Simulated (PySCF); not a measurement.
1-butanol (C4H10O), SMILES CCCCO. Coordinates come from a PBE-D3(BJ)/def2-SVP optimisation. One conformer was computed; it need not be the lowest.

These are PBE-D3(BJ)/def2-SVP (PySCF) values and carry that method's errors.

Harmonic wavenumbers (cm⁻¹): 113, 116, 180, 252, 277, 390, 434, 733, 792, 888, 920, 1001, 1048, 1070, 1098, 1144, 1196, 1203, 1258, 1260, 1268, 1336, 1353, 1411, 1414, 1420, 1423, 1434, 1460, 2868, 2898, 2951, 2964, 2967, 2989, 3019, 3050, 3058, 3723. Rotational constants (GHz): 18.59, 1.962, 1.858; symmetry number 1.

Problem. Work out the zero-point energy and the ideal-gas rigid-rotor harmonic-oscillator thermochemistry at 298.15 K and 1 atm.

Solution. ZPE = ½ Σ hcν = ½ × 58381 cm⁻¹ = 83.46 kcal/mol. H − E(el) = 88.40 kcal/mol. Entropy in cal/(mol K): translation 38.83, rotation 25.96, vibration 15.25, total 80.04. G − E(el) = 64.54 kcal/mol. Cp = 25.76 cal/(mol K). Modes under 150 cm⁻¹ make the vibrational entropy uncertain.
